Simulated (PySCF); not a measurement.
**Dipole response of Tc(2+) (technetium, charge +2)**

[Kr] 4d4 5s1, high-spin 6D determinant (an excited configuration). Computed with PySCF 2.14 in dyall-av2z (22s15p11d2f, 136 functions), with no relativity, point nucleus. Coupled (time-dependent) response in atomic units; α is the mean over directions. A double-zeta set is small for polarisabilities.

```
method  mean α (bohr³)         α xx, yy, zz  C₆ (like pair)  S(−4)
revPBE           26.33  26.72, 26.72, 25.53           156.9  470.4
```

S(−4) is the Cauchy moment in α(ω) = α(0) + S(−4) ω² + …

Spin-orbit coupling is absent.

α(iu) at revPBE:

```json
{"u (hartree)": "0", "α(iu) (bohr³)": "26.33"}
{"u (hartree)": "0.0500", "α(iu) (bohr³)": "25.21"}
{"u (hartree)": "0.100", "α(iu) (bohr³)": "22.48"}
{"u (hartree)": "0.200", "α(iu) (bohr³)": "16.35"}
{"u (hartree)": "0.300", "α(iu) (bohr³)": "12.06"}
{"u (hartree)": "0.500", "α(iu) (bohr³)": "7.668"}
{"u (hartree)": "0.750", "α(iu) (bohr³)": "5.254"}
{"u (hartree)": "1.00", "α(iu) (bohr³)": "3.962"}
{"u (hartree)": "1.50", "α(iu) (bohr³)": "2.551"}
{"u (hartree)": "2.00", "α(iu) (bohr³)": "1.787"}
{"u (hartree)": "3.00", "α(iu) (bohr³)": "1.007"}
{"u (hartree)": "5.00", "α(iu) (bohr³)": "0.4407"}
```

A single London oscillator, α(iu) = α/(1 + u²/ω²), gives C₆ = (3/4) ω α². Matching the computed C₆ needs ω = 4 × 156.9 / (3 × 26.33²) = 0.302 hartree.

For an ion, C₆ is the dispersion term alone; charge-induced terms of lower order in 1/R come first.

The components differ because the open shell of this determinant is not spherical; for a pure term their mean is the scalar polarisability.

A non-relativistic calculation at this Z misses sizeable relativistic shifts.
